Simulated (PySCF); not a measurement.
## Dipole moment and polarisability of `C#C[Si@@H](CC#N)[SiH2]N`

Species: C4H8N2Si2.
Atom-mapped SMILES: `[CH:1]#[C:2][Si@@H:3]([CH2:4][C:5]#[N:6])[SiH2:7][NH2:8]` (hydrogens: H9 on C1; H10 on Si3; H11, H12 on C4; H13, H14 on Si7; H15, H16 on N8)

Cartesian coordinates in Å at the GFN2-xTB level; atoms count from 1:
```xyz
16
C4H8N2Si2 angstrom
C     -1.367    1.137    2.580
C     -0.972    0.296    1.816
Si    -0.311   -0.935    0.599
C     -1.574   -0.801   -0.875
C     -1.252    0.332   -1.670
N     -0.921    1.249   -2.274
Si     1.861   -0.532   -0.090
N      1.906    1.127   -0.527
H     -1.721    1.865    3.253
H     -0.607   -2.258    1.183
H     -2.592   -0.698   -0.498
H     -1.525   -1.695   -1.498
H      2.836   -0.670    0.996
H      2.265   -1.484   -1.149
H      1.181    1.511   -1.115
H      2.787    1.565   -0.743
```

Level: CAM-B3LYP/def2-SVPD (PySCF), static field, nuclei fixed, core orbitals frozen in the response. The polarisability tensor in these axes (au):

```
x   107.76  -3.22  -8.03
y    -3.22 106.02   2.98
z    -8.03   2.98 110.64
```

Task: Diagonalise the tensor; give its mean and Δα, where Δα² is half the sum of the squared differences of the eigenvalues.

Result: Principal values 100.96, 104.61 and 118.84 au; mean 108.14 au = 16.02 Å³ = 17.83 × 10⁻⁴⁰ C²·m²/J; Δα = 16.36 au (15 % of the mean).

Task: What is the dipole moment, and where does it point?

Result: (-0.19, -2.09, 1.35) D, 2.49 D in size, pointing from the negative to the positive side. Measured along this direction, the outermost atoms are N6 at the negative end and H10 at the positive end.

Task: Orientational against electronic polarisability at 250 K (dilute gas, rigid molecules)?

Result: In Gaussian units μ²/3kT = 60.08 Å³ against 16.02 Å³, a ratio of 3.75; the Debye molar polarisation (4π/3)N_A(α + μ²/3kT) is 192.0 cm³/mol, leaving out the vibrational part.

Task: Find the Langevin capture rate constant for H3O+ (19.018 u) meeting this molecule (140.023 u), k = 2.342 × 10⁻⁹ cm³/s × √(α in Å³ / reduced mass in u).

Result: The reduced mass is 16.74 u, so k = 2.29 × 10⁻⁹ cm³/s. The formula leaves out the permanent dipole, which adds to the capture rate.

Task: What molar refraction does this α imply?

Result: Lorentz–Lorenz: R = (4π/3)N_A α = 2.5225 cm³/(mol·Å³) × 16.02 Å³ = 40.4 cm³/mol, in the limit of long wavelengths.

The structure is a single GFN2-xTB conformer in the gas phase; no vibrational or solvent corrections.
